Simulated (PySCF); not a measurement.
A PySCF script (with the pyscf-properties extension) for the NMR shieldings of SMILES CN1CC[SiH2]S[Si@@H]1C, C₄H₁₃NSSi₂, on a GFN2-xTB geometry:

```python
import basis_set_exchange as bse
import numpy as np
from pyscf import gto, dft
from pyscf.prop import nmr

atoms = """
C     0.322139   -2.058061    0.486367
N     0.165112   -0.774101   -0.152876
C    -1.095813   -0.592574   -0.843405
C    -2.130615    0.184792   -0.021153
Si   -1.718817    2.043574    0.061985
S     0.310152    2.312992   -0.567637
Si    1.142133    0.547089    0.349186
C     2.933601    0.344190   -0.222706
H     1.297470   -2.104750    0.962277
H    -0.442496   -2.230575    1.251556
H     0.256930   -2.859049   -0.254620
H    -0.908307   -0.061476   -1.781893
H    -1.486026   -1.582975   -1.096067
H    -3.113851    0.042752   -0.469704
H    -2.176226   -0.248673    0.979273
H    -2.490025    2.814167   -0.903426
H    -1.869822    2.545071    1.426218
H     1.082094    0.780341    1.802775
H     3.012397    0.326982   -1.305538
H     3.542692    1.165256    0.138985
H     3.358358   -0.578029    0.159932
"""
names = dict.fromkeys(["C", "N", "Si", "S", "H"], "pcSseg-1")
basis = {el: gto.basis.parse(bse.get_basis(n, elements=[el], fmt="nwchem")) for el, n in names.items()}
mol = gto.M(atom=atoms, basis=basis, charge=0, verbose=0)
mf = dft.RKS(mol, xc="PBE0")
mf.grids.level = 2
mf.grids.alignment = dft.numint.BLKSIZE   # the property module wants whole blocks of grid points
mf.conv_tol = 1e-9
mf.kernel()

calc = nmr.RKS(mf)   # GIAO
C = mf.mo_coeff
Co = C[:, mf.mo_occ > 0]
resp = mf.gen_response(singlet=True, hermi=2)
def vind(x):   # induced exchange potential for any number of trial vectors
    d = np.einsum("pi,xij,qj->xpq", C, 2 * x.reshape(-1, C.shape[1], Co.shape[1]), Co, optimize=True)
    return np.einsum("xpq,pi,qj->xij", resp(d - d.transpose(0, 2, 1)), C, Co, optimize=True).ravel()
mo1, _ = nmr.rhf.solve_mo1(calc, with_cphf=vind)
sigma = calc.kernel(mo1)
for i, s in enumerate(sigma):   # ppm
    print("%2d %-2s %9.2f" % (i, mol.atom_pure_symbol(i), np.trace(s) / 3))
```

**Question.** Give the expected output.

**Answer.** 
```
 0 C     150.88
 1 N     239.96
 2 C     138.56
 3 C     174.11
 4 Si    378.97
 5 S     806.35
 6 Si    359.63
 7 C     185.01
 8 H      29.39
 9 H      28.99
10 H      29.26
11 H      27.94
12 H      29.15
13 H      30.93
14 H      30.70
15 H      26.86
16 H      26.77
17 H      26.22
18 H      31.35
19 H      31.66
20 H      31.25
```

These numbers come from an equivalent density-fitted implementation of the same equations, which agrees with the script to about 0.01 ppm for H and up to a few tenths of a ppm for heavy atoms, so last digits may differ.

**Question.** Turn these shieldings into chemical shifts. Scale: TMS for ¹³C (σref 186.93) and ²⁹Si (σref 349.16) and ¹H (σref 31.72); ¹⁵N (σref 267.73) against NH3; ³³S (σref 503.73) against CS2 (reference shieldings calculated alike).

**Answer.** Averaging equivalent atoms: C 2: 48.4; C 0: 36.0; C 3: 12.8; C 7: 1.9; N 1: 27.8; Si 6: -10.5; Si 4: -29.8; S 5: -303; H 17: 5.50; H 16: 4.95; H 15: 4.86; H 11: 3.78; H 12: 2.57; H 8/9/10: 2.50; H 14: 1.02; H 13: 0.79; H 18/19/20: 0.30 ppm. Experimental scales use liquid or dissolved standards, which lie at an offset from isolated NH3 (liquid NH3: subtract about 20 ppm).

Size and cost of the density-fitted run: 222 basis functions, 53 s wall time on 1 thread of an Arm Neoverse V1, shared host; peak memory 1.1 GiB.
